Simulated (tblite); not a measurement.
Species: C₆H₈FN₃.
SMILES with atom numbers: `[CH3:1][N:2]([CH3:3])[c:4]1[cH:5][cH:6][n:7][n:8][c:9]1[F:10]` (hydrogens: H11, H12, H13 on C1; H14, H15, H16 on C3; H17 on C5; H18 on C6)

Computed with GFN2-xTB (tblite), gas phase: L-BFGS steps from a force-field or distance-geometry start until the largest atomic force falls under 0.01 eV/Å.

Step 0: E = -826.9187 eV
```
atom  x, y, z in Å  |  force x, y, z in eV/Å
C1     -1.9115   -0.9313   -0.4513   -0.632   0.390   0.283
N2     -0.9344    0.1237   -0.2323    0.942  -0.680   0.199
C3     -1.3719    1.4999   -0.2782   -0.493   0.038  -0.012
C4      0.4019   -0.2001    0.0334   -1.611   0.303  -0.223
C5      1.3648    0.7827    0.2703    0.076   0.721  -0.071
C6      2.6777    0.4359    0.5212    0.425  -1.354   0.080
N7      3.1065   -0.8349    0.5758   -1.873  -0.564  -0.373
N8      2.2138   -1.8244    0.3762   -1.186   2.145  -0.224
C9      0.9160   -1.5212    0.1154    2.108  -0.215   0.417
F10     0.0914   -2.5705   -0.0735    0.579   0.006   0.112
H11    -2.9181   -0.5147   -0.6455    0.590   0.085   0.123
H12    -2.0188   -1.5768    0.4313    0.146   0.081  -0.182
H13    -1.6612   -1.5300   -1.3158    0.171  -0.243  -0.182
H14    -1.2124    2.0070    0.6743    0.123   0.006   0.112
H15    -2.4555    1.5855   -0.4968    0.599  -0.388   0.120
H16    -0.8611    2.0512   -1.0619    0.229   0.113  -0.153
H17     1.1200    1.8422    0.2411   -0.064  -0.317   0.004
H18     3.4441    1.1821    0.6979   -0.130  -0.128  -0.033
```

**Question.** Estimate the geometry and energy of step 1. (The exact step hangs on the optimiser's Hessian estimate; all steps are aligned on step 0, rigid shifts and turns removed.)

**Answer.** E = -827.0924 eV, largest force 0.861 eV/Å
```
atom  x, y, z in Å  |  force x, y, z in eV/Å
C1     -1.9205   -0.9257   -0.4472    0.097  -0.057  -0.028
N2     -0.9209    0.1140   -0.2295   -0.433  -0.029  -0.037
C3     -1.3789    1.5004   -0.2784    0.250  -0.131   0.025
C4      0.3789   -0.1957    0.0303    0.439   0.147   0.182
C5      1.3659    0.7930    0.2693   -0.134  -0.411  -0.123
C6      2.6838    0.4166    0.5223   -0.336  -0.020  -0.050
N7      3.0797   -0.8430    0.5705   -0.233  -0.117  -0.035
N8      2.1969   -1.7938    0.3730   -0.414   0.231  -0.099
C9      0.9461   -1.5243    0.1214   -0.426   0.744  -0.079
F10     0.0997   -2.5704   -0.0719    0.717   0.026   0.143
H11    -2.9097   -0.5135   -0.6438    0.195   0.278   0.063
H12    -2.0168   -1.5757    0.4287    0.095   0.034  -0.097
H13    -1.6588   -1.5335   -1.3184    0.036  -0.036   0.111
H14    -1.2106    2.0071    0.6759    0.090  -0.049   0.021
H15    -2.4469    1.5800   -0.4951    0.197  -0.370   0.040
H16    -0.8579    2.0528   -1.0641    0.105  -0.010   0.006
H17     1.1191    1.8377    0.2412   -0.074   0.114   0.005
H18     3.4422    1.1803    0.6975   -0.172  -0.344  -0.046
```

The energy changes by -0.1737 eV. The first-order estimate −F·Δx gives -0.3416 eV and the mean of the old and new forces, exact on a quadratic surface, -0.1682 eV. The step makes an angle of 0° with the force vector and moves no atom by more than 0.035 Å.

What follows is the cost of the whole relaxation. Hardware: one thread, Arm Neoverse V1 (aarch64), no GPU, shared host with 32 logical CPUs at a one-minute load of 15. Cost: 0.15 s.
